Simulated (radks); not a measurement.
Task: These are the eigenvalues of the occupied orbitals of an atom or ion with whole-number occupations (Ry). All-electron calculation, non-relativistic Kohn-Sham, exchange-only PBE, spin-polarised, spherical densities, point nucleus. Program: a radial shooting solver on a logarithmic mesh with Libxc functionals.

| orbital | eigenvalue |
|---|---|
| 1s | -14.17255 |
| 2s | -1.37256 |

Which element is it, and in what charge state? The configuration may be excited. Open shells, if any, are filled with parallel spins first.

Result: Z = 5, boron, charge +1: B+ in [He] 2s2. The 1s level, -7.0863 hartree, gives Z - s = 3.8 by -(Z - s)^2/2, which with screening narrows Z to a few neighbours, and with so few levels the electron count can be read from the list.
